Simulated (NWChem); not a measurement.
# CHS$_{2}$ cation; SMILES S=C=[SH+]

Computed with NWChem. Structure relaxed at the PBE0/def2-SVP level. Core excitations by TDA in a window of 1s orbitals, non-relativistic and unshifted: absolute energies depend strongly on the exact-exchange share.

Question: Predict the results for C K edge, PBE/cc-pVTZ. Quantities: first 1s excitation (eV); dipole oscillator strength of the first; first state with f > 0.002 (eV); dipole oscillator strength of that state.

Answer: 
- first 1s excitation (eV) = 269.2
- dipole oscillator strength of the first = 0.0380
- first state with f > 0.002 (eV) = 269.2
- dipole oscillator strength of that state = 0.0380
